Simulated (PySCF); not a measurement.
# What a mistake does to a calculation on BCGeH6

These are calculations, not measurements. The program is PySCF 2.14.0, an open-source quantum chemistry code, run on an isolated molecule that a program drew, which may never have been made. The molecule is BCGeH6 (charge 0, doublet), drawn as the SMILES string `[BH][GeH2][CH3]`.

Each row is a Hartree-Fock (HF) and frozen-core CCSD(T) single point in the cc-pVDZ basis, meant for a local HF minimum. Run 1 is clean. Each other run has one planted mistake out of seven kinds, and not every kind appears here: one electron removed, one electron added, multiplicity raised by two, geometry at a saddle point, minimal basis STO-3G, one bond length entered in bohr, all coordinates scaled. The reference is restricted for singlets and unrestricted otherwise, and also for a bond in bohr. Adding or removing an electron swaps singlet and doublet. Electrons count all cores. HOMO and LUMO are orbital energies over both spins, the gradient is its largest component, and the lowest frequency (negative if imaginary) is given only where the gradient is small. Bond lengths are over the 8 bonds as drawn. T1 is the CCSD diagnostic: over 0.02 (restricted) or 0.045 (unrestricted) a single reference is doubtful. Germanium has the cc-pVDZ-PP basis, with a core potential (ECP10MDF) in place of its 10 inner electrons, and its 3s, 3p and 3d shells are frozen in CCSD(T).

Geometry of the clean run:
```xyz
9
BCGeH6, angstrom
B    -1.3697    0.6505    0.3954
Ge    0.0090   -0.8408   -0.0347
C     1.8627   -0.1905   -0.0398
H    -2.5147    0.6256    0.7415
H    -0.1125   -2.0134    0.9564
H    -0.3458   -1.3777   -1.4347
H     1.9748    0.6190   -0.7634
H     2.5495   -0.9965   -0.3046
H     2.1351    0.1881    0.9474
```

| run | electrons | basis functions | <S^2> | HOMO (eV) | LUMO (eV) | gradient (hartree/bohr) | lowest frequency (cm^-1) | mean bond (Å) | longest bond (Å) | T1 | HF (hartree) | CCSD(T) (hartree) | mistake |
|---|---|---|---|---|---|---|---|---|---|---|---|---|---|
| 1 | 49 | 81 | 0.757 | -8.82 | 1.22 | 3.9e-05 | 98 | 1.4491 | 2.076 | 0.0116 | -359.33682 | -359.70286 | no fault |
| 2 | 49 | 81 | 0.757 | -8.87 | 1.15 | 2.7e-02 | - | 1.5114 | 2.165 | 0.0120 | -359.32489 | -359.69604 | all coordinates scaled |
| 3 | 49 | 81 | 1.227 | -9.18 | 1.17 | 2.6e-02 | - | 1.5822 | 2.261 | 0.0537 | -359.22133 | -359.58956 | one bond length entered in bohr |
| 4 | 50 | 81 | 0.000 | 0.16 | 7.68 | 4.2e-02 | - | 1.4491 | 2.076 | 0.0145 | -359.28429 | -359.68852 | one electron added |
| 5 | 48 | 81 | 0.000 | -16.60 | -6.39 | 5.4e-02 | - | 1.4491 | 2.076 | 0.0177 | -359.05682 | -359.41559 | ? |
| 6 | 49 | 81 | 3.760 | -7.93 | -1.63 | 5.1e-02 | - | 1.4491 | 2.076 | 0.0228 | -359.21870 | -359.57377 | ? |

**Which mistake was planted in run 5, and what did it cost?**

It counts 48 electrons, one fewer than the clean run, at the same geometry and basis. So the mistake is: one electron removed. Subtracting run 1 and multiplying by 627.51 kcal/mol a hartree, the energy moved by 175.7 kcal/mol in HF and 180.3 kcal/mol in CCSD(T).

**Which mistake was planted in run 6, and what did it cost?**

Electrons, basis and geometry are unchanged, and <S^2> is 3.760, beside S(S+1) = 3.75 for a multiplicity of 4. So the mistake is: multiplicity raised by two. Subtracting run 1 and multiplying by 627.51 kcal/mol a hartree, the energy moved by 74.1 kcal/mol in HF and 81.0 kcal/mol in CCSD(T).

Cautions from the logs. Run 3: T1 is over the limit, so its CCSD(T) energy is less reliable; run 4: the HOMO is above zero, so the electron isn't bound and the energy depends on the basis.
